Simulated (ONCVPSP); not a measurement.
**Before and after: ONCV potential for Ho**

holmium (Ho), optimised norm-conserving Vanderbilt (ONCV), made with ONCVPSP 4.0.1 (PBE, fully relativistic). Core [Kr] 4d10 4f10, reference 5s2 5p6 5d1 6s2. Waves: 5s+6s: rc 2.40 bohr, ncon 4, nbas 8, qcut 4.8 1/bohr, 2 projectors; 5p: rc 1.70 bohr, ncon 4, nbas 8, qcut 5 1/bohr, 2 projectors, debl 3.6 Ha; 5d: rc 2.65 bohr, ncon 4, nbas 9, qcut 6.3 1/bohr, 2 projectors, debl 0.4 Ha. Local part: polynomial inside 1.20 bohr (lpopt 5, dvloc0 0 Ha). Core correction: polynomial model core, fcfact 0.75.

Open shells are filled in proportion to 2j + 1.

Change: p: qcut 4.3.

Cutoffs: the cutoffs (Ha) at which the residual kinetic energy of the hardest occupied pseudo-wave falls to 1 and 0.1 mHa per electron; they do not see the model core or the augmentation charge, which bear on the density cutoff. Errors are all-electron minus pseudo energies relative to the spin-unpolarised reference configuration.

What does the change do?

The potential gets harder (21 Ha and 66 Ha → 36 Ha and 68 Ha); the errors of the 3 common tests hardly move; neither file shows a bound ghost.

| quantity | base | changed |
| --- | --- | --- |
| cutoff, loose | 21 Ha | 36 Ha |
| cutoff, tight | 66 Ha | 68 Ha |
| loose cutoff by channel | s 5.7 Ha, p 21 Ha, d 10.0 Ha | s 5.7 Ha, p 36 Ha, d 10.0 Ha |
| bound ghosts | none | none |
| GHOST(+) flags under 300 eV | s at 8.7 eV, p1/2 at 235.9 eV | s at 8.7 eV, p1/2 at 234.3 eV |
| tests counted as reliable (solved cleanly; for ONCVPSP, near-neutral configurations with less than one 5d electron left out) | 3 of 4 | 3 of 4 |
| error for 5s2 5p6 5d1 6s1, meV [ΔE 6.94 eV] | -3.0 | -3.0 |
| error for 5s2 5p6 5d1 6s0, meV [ΔE 19.54 eV] | -25 | -25 |
| error for 5s2 5p6 5d1 6s1 6p1, meV [ΔE 3.08 eV] | -1.3 | -1.2 |
| s: phases at 2.43 bohr within 0.05 rad from the reference energy up to (Ha; the scan ends near 5) | 0.2 | 0.2 |
| p3/2: phases at 1.73 bohr within 0.05 rad from the reference energy up to (Ha; the scan ends near 5) | 4.4 | 4.3 |
| p1/2: phases at 1.73 bohr within 0.05 rad from the reference energy up to (Ha; the scan ends near 5) | to the end of the scan | to the end of the scan |
| d5/2: phases at 2.69 bohr within 0.05 rad from the reference energy up to (Ha; the scan ends near 5) | 4.9 | 4.9 |
| d3/2: phases at 2.69 bohr within 0.05 rad from the reference energy up to (Ha; the scan ends near 5) | 4.9 | 4.9 |
| rms error of d²Exc/dni dnj with the model core, mHa | 1.59 | 1.57 |
